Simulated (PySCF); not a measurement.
Computed XPS line lists of a few unrelated compounds.

Computed, not measured: delta-SCF UKS SCAN, pcX-2 on the ionised atom, pcseg-1 elsewhere, spin-free X2C (PySCF). Geometries: PBE0-D3(BJ)/def2-SVP; isolated species, one conformer each.

Line lists (1s up to Mg, 2p3/2 beyond; areas count atoms within a level, one atom standing for each set equivalent by bonding):
1. C 1s: 297.48 eV; F 1s: 697.23 eV; Si 2p3/2: 112.63 eV; P 2p3/2: 143.83 eV
2. C 1s: 290.39 (area 1), 290.41 (area 2), 290.63 (area 1) eV; P 2p3/2: 135.82 eV
3. Si 2p3/2: 107.12 eV; P 2p3/2: 135.88 eV

Structures:
A. `[SiH2]=P`
B. `CCP1CC1`
C. `FC[SiH2][PH3+]`

Q: Which list belongs to which compound?

A: 
- 1 = C: no other candidate has this set of levels. C 1s: 297.48 sp3 C–F carbon; F 1s: 697.23 alkyl fluorine; Si 2p3/2: 112.63 SiH2 silicon; P 2p3/2: 143.83 phosphorus bonded to Si and 3 H.
- 2 = B: no other candidate has this set of levels. C 1s: 290.39 sp3 carbon bound to phosphorus, 290.41 sp3 carbon bound to phosphorus (×2), 290.63 methyl carbon; P 2p3/2: 135.82 phosphine phosphorus.
- 3 = A: no other candidate has this set of levels. Si 2p3/2: 107.12 silicon bonded to P and 2 H; P 2p3/2: 135.88 phosphorus bonded to Si and H.

For 2p shells one spin-free hole was relaxed; a mean-field spin–orbit operator and the ground-state splitting of the three 2p orbitals were then diagonalised within the shell. The shell's mean is (2 × 2p3/2 + 2p1/2)/3, and the degeneracies 2j + 1 give areas of 2:1. 1 of these hole states is spin-contaminated (⟨S²⟩ 0.92, against 0.75; counted from 0.85) and less certain.
